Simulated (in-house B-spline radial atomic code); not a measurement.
# Correlation energy from the adiabatic connection: ω²r²/2, ω = 0.0652

Two electrons in a singlet, external potential ω²r²/2, ω = 0.0652 (atomic units). Full CI in B-splines (partial waves to l = 8, correlation up to 0.6 % small) with the density held fixed gives W(λ) = <V_ee>_λ − U, and E_c is the integral of W(λ) − W(0) from 0 to 1.

```
   λ  W(λ) − W(0) (hartree)
   0                0.00000
0.02               -0.00206
0.05               -0.00494
0.12               -0.01076
0.25               -0.01902
 0.4               -0.02578
 0.6               -0.03201
 0.8               -0.03635
   1               -0.03956
```

(1) Integrate the table by the trapezoid rule.

(2) Now use only three numbers: W(0) = -0.16509, the initial slope W'(0) = -0.1059 (extrapolated from the first points) and the strong-coupling limit of the point-charge-plus-continuum model, W∞ = -0.2229. What do second-order theory and the interpolation W(λ) = W∞ + (W(0) − W∞)/√(1 + 2χλ) of Seidl, Perdew and Levy give?

Results:

(1) The strips give -0.00002, -0.00011, -0.00055, -0.00194, -0.00336, -0.00578, -0.00684, -0.00759, which sum to -0.02618 hartree. The direct value, W(1) − W(0) + T_c with T_c = 0.01324, is -0.02632; the curve is convex, so chords lie above it and the trapezoids fall short in size by 0.56 %.

(2) Second order keeps the slope alone: E_c = W'(0)/2 = -0.05295, +101 % in size against -0.02632. Matching the slope fixes χ = W'(0)/(W∞ − W(0)) = -0.1059/(-0.05781) = 1.83186. Integrating, with s = √(1 + 2χ) = 2.159566, E_c = −(W(0) − W∞)(s − 1)/(s + 1) = −0.05781 × 1.159566/3.159566 = -0.02122 hartree, -19.4 % in size against the full result. At λ = 1 the formula gives W − W(0) = -0.03104 against -0.03956. Part of the miss can come from the model's W∞, which here lies above the computed W at λ = 10, -0.22638.
